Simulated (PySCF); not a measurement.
# A ladder of Hamiltonians for Rb(19+) (rubidium, charge +19)

Occupied: 1s1/2, 2s1/2, 2p1/2, 2p3/2, 3s1/2, 3p1/2, 3p3/2. Hartree-Fock calculated with PySCF 2.14 in an uncontracted even-tempered set (21 s from 0.89 bohr⁻², ratio 2.3; 16 p from 1.1 bohr⁻², ratio 2.3), Gaussian nucleus throughout. NR is non-relativistic, sf-X2C the spin-free one-electron X2C Hamiltonian, X2C adds the bare one-electron spin-orbit term, X2C-SNSO screens it by Boettger's factors, DC is four-component Dirac-Coulomb, and the Gaunt and Breit terms are added at first order (total energies over the DC spinors, levels after relaxing the spinors in that mean field). QED terms are absent. Levels marked empty are virtual spinors of this ion; the basis has s and p functions only, so 3d, which can lie below the n = 4 levels, is absent.

| level (eV) | NR | sf-X2C | X2C | X2C-SNSO |
| --- | --- | --- | --- | --- |
| 1s1/2 | -15742.0 | -16024.0 | -16023.5 | -16023.5 |
| 2s1/2 | -2771.7 | -2839.6 | -2839.5 | -2839.5 |
| 2p1/2 | -2580.0 | -2596.7 | -2641.5 | -2639.0 |
| 2p3/2 | -2580.0 | -2596.7 | -2575.4 | -2576.5 |
| 3s1/2 | -930.99 | -947.60 | -947.56 | -947.57 |
| 3p1/2 | -856.76 | -861.96 | -871.22 | -870.70 |
| 3p3/2 | -856.76 | -861.96 | -857.54 | -857.78 |
| 4s1/2 (empty) | -419.32 | -424.78 | -424.78 | -424.78 |
| 4p1/2 (empty) | -394.19 | -396.18 | -398.99 | -398.83 |
| 4p3/2 (empty) | -394.19 | -396.18 | -394.84 | -394.91 |

Problem. Where do the four-component calculations put these levels?

Solution. 1s1/2: DC -16033.3, DC+Gaunt -16007.5, DC+Breit -16009.2; 2s1/2: DC -2840.5, DC+Gaunt -2838.3, DC+Breit -2838.4; 2p1/2: DC -2639.2, DC+Gaunt -2635.4, DC+Breit -2635.8; 2p3/2: DC -2577.3, DC+Gaunt -2574.6, DC+Breit -2575.0; 3s1/2: DC -947.77, DC+Gaunt -947.35, DC+Breit -947.38; 3p1/2: DC -870.73, DC+Gaunt -869.98, DC+Breit -870.08; 3p3/2: DC -857.92, DC+Gaunt -857.40, DC+Breit -857.50; 4s1/2 (empty): DC -424.84, DC+Gaunt -424.69, DC+Breit -424.71; 4p1/2 (empty): DC -398.84, DC+Gaunt -398.60, DC+Breit -398.64; 4p3/2 (empty): DC -394.95, DC+Gaunt -394.78, DC+Breit -394.82 (eV).

```csv
Hamiltonian,E (hartree),E − E(DC) (hartree),CPU seconds
NR,-2737.7411,41.8289,0.8
sf-X2C,-2778.8109,0.7591,0.48
X2C,-2779.0495,0.5205,0.73
X2C-SNSO,-2779.0240,0.5460,0.73
DC,-2779.5700,0.0000,30
DC+Gaunt,-2777.8800,1.6900,53
DC+Breit,-2778.0391,1.5309,160
```

Weight of the small component: 1s1/2 0.0181, 2s1/2 0.00369, 2p1/2 0.00365, 2p3/2 0.00356, 3s1/2 0.00117, 3p1/2 0.00112, 3p3/2 0.00110, 4s1/2 0.000475, 4p1/2 0.000455, 4p3/2 0.000449.

Koopmans' value for the highest occupied level at DC+Breit: 857.50 eV, against an ionisation energy of 857 ± 3 eV (semi-empirical (NIST evaluation); NIST Atomic Spectra Database, ionization energies); the former lacks relaxation, correlation, QED and recoil.

The whole ladder took 250 s of wall time on 1 thread of Neoverse-N1 (shared host), launched as `OMP_NUM_THREADS=1 python relrun2.py TASK.json OUT` (a driver that calls PySCF for each Hamiltonian).

Dirac-Coulomb iterations, started from the X2C spinors:

```
with_ssss True, with_gaunt False, with_breit False
light speed = 137.03599967994
init E= -2775.99329494401
cycle= 1 E= -2779.56986463256  delta_E= -3.58  |g|= 0.432  |ddm|= 0.0419
cycle= 2 E= -2779.56997706741  delta_E= -0.000112  |g|= 0.00949  |ddm|= 0.00633
cycle= 3 E= -2779.56997775812  delta_E= -6.91e-07  |g|= 0.000772  |ddm|= 0.000797
cycle= 4 E= -2779.56997776324  delta_E= -5.12e-09  |g|= 4.33e-06  |ddm|= 6.27e-05
```
